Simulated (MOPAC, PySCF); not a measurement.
Stepwise substitution at one centre (B H-OH). Gas-phase values, no solvent. One relaxed conformer stands for each flexible species; it need not be the lowest. Strings in code marks are SMILES.

Quantity: redistribution energy (mixed species minus the weighted end members), in eV. Semi-empirical values (MOPAC) are differences of heats of formation.

Level 1: PBE0-D4/def2-TZVP (PySCF)
Level 2: B3LYP/6-31G* // PBE0-D4/def2-TZVP (PySCF)
Level 3: M06-2X/6-31G* // PBE0-D4/def2-TZVP (PySCF)
Level 4: PM6 // PBE0-D4/def2-TZVP (MOPAC)

```json
[
 {"species": "1 of 3 H replaced by OH: `BO`", "level 1": "-0.209", "level 2": "-0.246", "level 3": "-0.200", "level 4": "-0.410"},
 {"species": "2 of 3 H replaced by OH: `OBO` (H–O–B–O torsion 0°, O–B–O–H torsion 180°)", "level 1": "-0.303", "level 2": "-0.343", "level 3": "-0.299", "level 4": "-0.48"}
]
```
